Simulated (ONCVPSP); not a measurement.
**argon, ONCV: configuration errors across variants**

Ar, optimised norm-conserving Vanderbilt (ONCV), made with ONCVPSP 4.0.1 (PBE, scalar-relativistic). Core [Ne], reference 3s2 3p4 (charge +2). Waves: 3s: rc 1.25 bohr, ncon 4, nbas 7, qcut 6.2 1/bohr, 2 projectors, debl 3.4 Ha; 3p: rc 1.00 bohr, ncon 4, nbas 9, qcut 9.9 1/bohr, 2 projectors, debl 1.7 Ha; d scattering state at 0.04 Ha: rc 1.25 bohr, ncon 5, nbas 9, qcut 7.5 1/bohr, 2 projectors, debl 2.5 Ha. Local part: polynomial inside 0.75 bohr (lpopt 5, dvloc0 1 Ha). Core correction: Teter function, fcfact 3.5, rcfact 1.3.

In the d channel the program set the typed energies aside and used 0.050, 2.550 Ha.

All-electron excitation energies from the reference (eV): (1) 3s2 3p6 -44.717; (2) 3s2 3p5 -28.659; (3) 3s2 3p3 42.584; (4) 3s2 3p5.5 -38.170.

A true bound ghost makes a file unfit for plane-wave use even where its test errors are small: the radial tests pick states by their node count and pass the ghost by.

Errors AE − PS in meV (a dash: test not solved or not reliable):

| change | (1) | (2) | (3) | (4) | bound ghosts | GHOST(+) flags above zero |
| --- | --- | --- | --- | --- | --- | --- |
| base | +8.7 | +4.7 | +4.1 | +7.0 | p | s |
| all radii but the core radius scaled by about 0.77 (s 0.96, p 0.78, d 0.96 bohr); local potential polynomial inside 0.58 bohr (lpopt 5, dvloc0 1 Ha) | +4.2 | +2.1 | +1.9 | +3.3 | s, p | s, p, d |
| all radii but the core radius scaled by about 1.12 (s 1.40, p 1.12, d 1.40 bohr); local potential polynomial inside 0.84 bohr (lpopt 5, dvloc0 1 Ha) | +17 | +7.7 | +8.4 | +13 | none | s |
| all radii but the core radius scaled by about 1.20 (s 1.50, p 1.20, d 1.50 bohr); local potential polynomial inside 0.90 bohr (lpopt 5, dvloc0 1 Ha) | +19 | +8.5 | +9.7 | +14 | none | s |
| all radii but the core radius scaled by about 1.28 (s 1.60, p 1.28, d 1.60 bohr); local potential polynomial inside 0.96 bohr (lpopt 5, dvloc0 1 Ha) | +21 | +9.5 | +11 | +16 | none | s |

Problem. Give the same row for: all radii but the core radius scaled by about 0.93 (s 1.16, p 0.92, d 1.16 bohr); local potential polynomial inside 0.70 bohr (lpopt 5, dvloc0 1 Ha).

Solution. +7.2, +3.8, +3.4, +5.8; bound ghosts: p; GHOST(+) flags above zero: s.
